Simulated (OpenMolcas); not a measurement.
## Predicting a hybrid from its neighbours: CH4AlIn

CH4AlIn: 7 atoms, total charge 0, spin state singlet. SMILES: `[CH2]1[AlH][InH]1`. The coordinates come from a PBE0-D4/def2-TZVP relaxation.

The HOMO–LUMO gap y, in eV, basis def2-SVPD with a core potential; a is the functional's share of exact exchange. Programs: OpenMolcas 26.06.

| functional | program | a | y (eV) |
| --- | --- | --- | --- |
| PBE | OpenMolcas | 0 | 2.03 |
| BLYP | OpenMolcas | 0 | 1.99 |
| B3LYP | OpenMolcas | 0.2 | ? |
| PBE0 | OpenMolcas | 0.25 | 3.54 |
| BHLYP | OpenMolcas | 0.5 | 4.95 |

Fit y = c + s·a to the known rows and predict B3LYP.


1. Means of the 4 rows: a = 0.1875, y = 3.127.
2. Σ(Δa)² = 0.17188, Σ(Δa·Δy) = 1.0144, so the slope is 1.0144/0.17188 = 5.9018.
3. Intercept: 3.127 − (5.9018) × 0.1875 = 2.020. The largest residual of the fit is 0.045.
4. B3LYP: 2.020 + (5.9018) × 0.2 = 3.20 eV.

The run gave 3.19 eV, so the prediction is off by +0.01 eV, within the largest residual. Exact exchange lowers occupied levels and raises empty ones.
